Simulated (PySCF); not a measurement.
`C[S@@](=O)c1cc(N)co1`, C₅H₇NO₂S

Molfile (atoms numbered from 1):
```
C5H7NO2S
     RDKit          3D

 16 16  0  0  0  0  0  0  0  0999 V2000
   -2.7638   -0.3089    0.6895 C   0  0  0  0  0  0  0  0  0  0  0  0
   -1.9226   -1.1365   -0.7411 S   0  0  0  0  0  4  0  0  0  0  0  0
   -2.2680   -0.3547   -1.9261 O   0  0  0  0  0  0  0  0  0  0  0  0
   -0.2763   -0.5609   -0.2735 C   0  0  0  0  0  0  0  0  0  0  0  0
    0.5799    0.2742   -0.9258 C   0  0  0  0  0  0  0  0  0  0  0  0
    1.7696    0.3052   -0.1434 C   0  0  0  0  0  0  0  0  0  0  0  0
    2.9378    0.9674   -0.4681 N   0  0  0  0  0  0  0  0  0  0  0  0
    1.5344   -0.5253    0.9196 C   0  0  0  0  0  0  0  0  0  0  0  0
    0.2904   -1.0629    0.8384 O   0  0  0  0  0  0  0  0  0  0  0  0
   -2.5836    0.7588    0.6372 H   0  0  0  0  0  0  0  0  0  0  0  0
   -3.8268   -0.5118    0.6103 H   0  0  0  0  0  0  0  0  0  0  0  0
   -2.3648   -0.7326    1.6037 H   0  0  0  0  0  0  0  0  0  0  0  0
    0.3817    0.7967   -1.8381 H   0  0  0  0  0  0  0  0  0  0  0  0
    3.5580    1.1372    0.3082 H   0  0  0  0  0  0  0  0  0  0  0  0
    2.8076    1.7743   -1.0582 H   0  0  0  0  0  0  0  0  0  0  0  0
    2.1390   -0.8112    1.7559 H   0  0  0  0  0  0  0  0  0  0  0  0
  2  1  1  1
  2  3  2  0
  2  4  1  0
  4  5  2  0
  5  6  1  0
  6  7  1  0
  6  8  2  0
  8  9  1  0
  9  4  1  0
  1 10  1  0
  1 11  1  0
  1 12  1  0
  5 13  1  0
  7 14  1  0
  7 15  1  0
  8 16  1  0
M  END
```

Computed with GIAO B3LYP/pcSseg-1 magnetisability, rotational g tensor and spin-rotation constants, non-relativistic, gas phase in PySCF 2.14.0. Geometry: GFN2-xTB.

Q: What are the magnetisability and the molar susceptibility?

A: Isotropic -1317 × 10⁻³⁰ J/T², or -79.3 × 10⁻⁶ cm³/mol; principal values -1632, -1181, -1140 × 10⁻³⁰ J/T², anisotropy 473 × 10⁻³⁰ J/T² (root of half the summed squared differences of the principal values). The susceptibility is in cgs units.

Q: Split it along the inertial axes a, b, c into diamagnetic and paramagnetic parts about the centre of mass, with the quadrupole moment.

A: 
| axis | χ (10⁻⁶ cm³/mol) | diamagnetic (10⁻⁶ cm³/mol) | paramagnetic (10⁻⁶ cm³/mol) | summed x² of all electrons (Å²) | quadrupole Θ (D Å) |
| --- | --- | --- | --- | --- | --- |
| a | -71.6 | -473.9 | 402.3 | 319.6 | +9.55 |
| b | -70.5 | -1489.2 | 1418.7 | 80.3 | -4.91 |
| c | -95.9 | -1696.5 | 1600.6 | 31.4 | -4.64 |

Anisotropies 2χaa − χbb − χcc = +23.2 and 2χbb − χaa − χcc = +26.5 × 10⁻⁶ cm³/mol. Θ is traceless in Buckingham's convention.

Q: And the rotational g tensor?

A: 
```
axis  rotational constant (GHz)        g  nuclear part  electronic part
   a                     3.3605  -0.0568        0.5783          -0.6351
   b                     0.8484  -0.0114        0.5541          -0.5655
   c                     0.7378  -0.0012        0.5536          -0.5547
```
Asymmetric top; isotopes 12C, 1H, 14N, 16O, 32S; no vibrational averaging.
